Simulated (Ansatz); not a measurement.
C3H10Si2 can be A, `C[SiH2]/C=C/[SiH3]`, or B, `C=C([SiH3])C[SiH3]`.

Program: Ansatz. Geometries: PBE0-D4/def2-TZVP. ΔE: electronic, gas phase. CCSD(T)/CBS is the MP2 limit (def2-TZVPP, def2-QZVPP) plus CCSD(T) − MP2 in def2-TZVPP, frozen cores. Functionals use def2-TZVPP. B3LYP here is the variant with VWN-RPA as its local correlation; programs differ in this. Each species was taken in one conformer, which may not be the lowest.

Question: Which isomer does CCSD(T)/CBS put lower? Give the gap. (An estimate is asked.)

Answer: Ansatz gave: A, by 9.3 kcal/mol.

Question: Give E(B) − E(A) in kcal/mol with CCSD(T)/def2-SVP, PBE-D4, B3LYP, B2PLYP, HF/def2-TZVPP, CCSD/def2-TZVPP, ωB97M-V. (An estimate is asked.)

Answer: Computed: CCSD(T)/def2-SVP 6.2, PBE-D4 8.7, B3LYP 10.6, B2PLYP 10.0, HF/def2-TZVPP 10.8, CCSD/def2-TZVPP 9.3, ωB97M-V 9.3. None reverses the order clearly.

Question: Does the order hold for the free energy at 298.15 K (harmonic terms from PBE0-D4)? (Best estimate.)

Answer: The calculation gave: Yes: G(B) − G(A) = +9.0 kcal/mol, for one conformer each. Modes under 60 cm⁻¹, often nearly free rotors, make the harmonic entropy too high.

Largest T1 diagnostic: 0.011.

The D4 term adds −1.7 kcal/mol with B3LYP and −0.9 kcal/mol with PBE0; it sums over pairs of atoms, weighted by their polarisabilities, and B3LYP, whose exchange is more repulsive, gets the larger term. Leaving LDA and LC-ωPBE aside and taking each functional with its dispersion term where it has one, the values, not all of them listed here, spread over 2.0 kcal/mol, from revPBE-D4 to B2PLYP. LDA lies −2.4 kcal/mol from PBE without D4.
